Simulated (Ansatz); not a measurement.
Reactions of `NCSCF`.

Program: Ansatz. Geometries: PBE0-D4/def2-TZVP. ΔE: electronic, gas phase. CCSD(T)/CBS adds triple-zeta CCSD(T) − MP2 to the extrapolated MP2 energy (def2 sets, frozen cores). This one scheme is used for every species. Elements past krypton have def2 core potentials. For Sb outer-core shells are correlated without core-valence functions, which leaves a few kJ/mol of doubt a bond. Each species was taken in one conformer, which may not be the lowest.

Problem. Order these by ΔE at CCSD(T)/CBS, lowest first. (Best estimate.)
A. `NCSCF` + `[CH3][SbH2]` → `[CH3][SbH][CH2]N` + `FCS`
B. `NCSCF` + `BCl` → `FCBCl` + `NCS`
C. `NCSCF` + `BS` → `BSCN` + `FCS`

Solution. B (-7.9 kcal/mol), A (-4.1 kcal/mol), C (+0.6 kcal/mol).

Largest T1 diagnostic: 0.015, for `BS`.
